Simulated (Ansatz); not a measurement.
A run for Ansatz (a program for electronic structure): U-CCSD(T)/cc-pV(T+d)Z on PO, 2S+1 = 2, a point of a bond scan (R = 1.998 Å). Files ending in .json are basis or fitting sets from the Basis Set Exchange.

Ansatz 0.2 input:
```yaml
crystal:
  periodic: [false, false, false]
  atoms:
    - {symbol: P, position_ang: [-0.00000000, -0.00000000, -0.51471869]}
    - {symbol: O, position_ang: [0.00000000, 0.00000000, 1.48303323]}
basis:
  gaussian:
    orbitals: cc-pV_T+d_Z.json
magnetization: {spin_polarized: true, initial_magnetization: 1}
correlation: {method: ccsd_t, electrons: outside_noble_gas}
scf: {omitted_lower_state_checks: [cluster_reference]}
```

Output:

```
WARN ansatz: RAYON_NUM_THREADS=2 ignored (pool sized by the plan → 2); use --threads N
Functional definition: HF
these checks for a lower state are left out or cut short: cluster_reference
integrals: 0.06 GiB planned
421 factors; integrals over basis functions are off by at most 1.0e-3 eV
mean field: 0.11 GiB planned
mean field evaluation 1: about -11297.0081 eV, gradient 3.8e1 eV
mean field evaluation 2: about -11297.0125 eV, gradient 3.8e1 eV
mean field evaluation 4: about -11304.5107 eV, gradient 4.8e0 eV
mean field evaluation 8: about -11304.8226 eV, gradient 1.1e0 eV
mean field evaluation 16: about -11307.1879 eV, gradient 9.1e-2 eV
mean field evaluation 32: about -11307.5510 eV, gradient 5.4e-3 eV
mean field evaluation 64: about -11307.1538 eV, gradient 1.4e0 eV
mean field evaluation 96: about -11307.1484 eV, gradient 2.2e0 eV
mean field evaluation 128: about -11306.7653 eV, gradient 1.1e0 eV
mean field evaluation 160: about -11306.8035 eV, gradient 2.7e-1 eV
mean field evaluation 192: about -11304.8462 eV, gradient 1.5e-1 eV
mean field -11307.55099052 eV, -415.5448343682 hartree, gradient 2.5e-6 eV, S^2 1.831536; 14 other end points of the search recorded, 0 dependent functions left out
6 core orbitals not correlated
reference -11307.55099052 eV, -415.5448343682 hartree; 6, 5 occupied and 57, 58 virtual orbitals, 421 factors
second order -7.79025692 eV of doubles, -0.00000000 eV of singles
coupled cluster: 0.18 GiB planned
cycle   1  -8.23607991 eV  change   -4.5e-1 eV  update   9.7e-2
cycle   2  -8.57194580 eV  change   -3.4e-1 eV  update   4.3e-2
cycle   3  -8.71622512 eV  change   -1.4e-1 eV  update   3.8e-2
cycle   4  -8.76800907 eV  change   -5.2e-2 eV  update   2.5e-2
cycle   5  -8.81213753 eV  change   -4.4e-2 eV  update   1.7e-2
cycle   6  -8.84546128 eV  change   -3.3e-2 eV  update   1.2e-2
cycle   7  -8.86269817 eV  change   -1.7e-2 eV  update   7.3e-3
cycle   8  -8.87926146 eV  change   -1.7e-2 eV  update   4.8e-3
cycle   9  -8.88247444 eV  change   -3.2e-3 eV  update   2.3e-3
cycle  10  -8.88431776 eV  change   -1.8e-3 eV  update   1.2e-3
cycle  11  -8.88499339 eV  change   -6.8e-4 eV  update   7.3e-4
cycle  12  -8.88542930 eV  change   -4.4e-4 eV  update   4.8e-4
cycle  13  -8.88538116 eV  change    4.8e-5 eV  update   2.9e-4
cycle  14  -8.88541966 eV  change   -3.9e-5 eV  update   1.6e-4
cycle  15  -8.88529111 eV  change    1.3e-4 eV  update   8.0e-5
cycle  16  -8.88537844 eV  change   -8.7e-5 eV  update   4.2e-5
cycle  17  -8.88537356 eV  change    4.9e-6 eV  update   2.1e-5
cycle  18  -8.88537137 eV  change    2.2e-6 eV  update   1.3e-5
cycle  19  -8.88535084 eV  change    2.1e-5 eV  update   7.4e-6
cycle  20  -8.88534259 eV  change    8.3e-6 eV  update   3.6e-6
coupled cluster: 0.18 GiB planned
perturbative correction -0.48928241 eV, -0.0179807969 hartree
WARN: the results are in doubt because among natural orbitals full CI differs from the method by -0.085 eV
Total energy: -11316.92561552 eV, -415.8893454826 hartree
In doubt: among natural orbitals full CI differs from the method by -0.085 eV
Checks for a lower state left out: cluster_reference
```

Self-consistency was reached. Its determinant has ⟨S²⟩ = 1.83, a mixture of spin states.

Warnings raised: large difference.

Cost: about 5 core-seconds (a rough figure).
